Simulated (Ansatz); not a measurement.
Mulliken charges of Cl2H2S2Zr, SMILES `[SH][Zr]([SH])([Cl])[Cl]` from ωB97M-V/def2-TZVPP in Ansatz (PBE0-D4/def2-TZVP geometry).

```csv
atom,x (Å),y (Å),z (Å),charge (e)
S1,-1.702,-0.207,1.607,-0.251
Zr2,-0.248,-0.153,-0.313,0.680
S3,1.963,-0.466,0.609,-0.255
Cl4,-0.777,-1.903,-1.749,-0.222
Cl5,-0.330,1.919,-1.374,-0.223
H6,-1.420,1.095,1.829,0.141
H7,2.515,-0.284,-0.609,0.130
```

Q: By hand: the dipole of these point charges (1 e Å = 4.8032 D).

A: Σ q r = (0.131, 0.179, 0.102) e Å, of length 0.244 e Å = 1.17 D.

Q: How does the dipole of the full density compare? (An estimate is asked.)

A: Ansatz gave: (0.052, 0.134, 0.005) e Å, 0.69 D; the point charges give 1.70 times that, at 27° from its direction.

Point charges leave out the atoms' own dipoles, such as those of lone pairs, and Mulliken's split depends on the basis, so the two needn't agree.
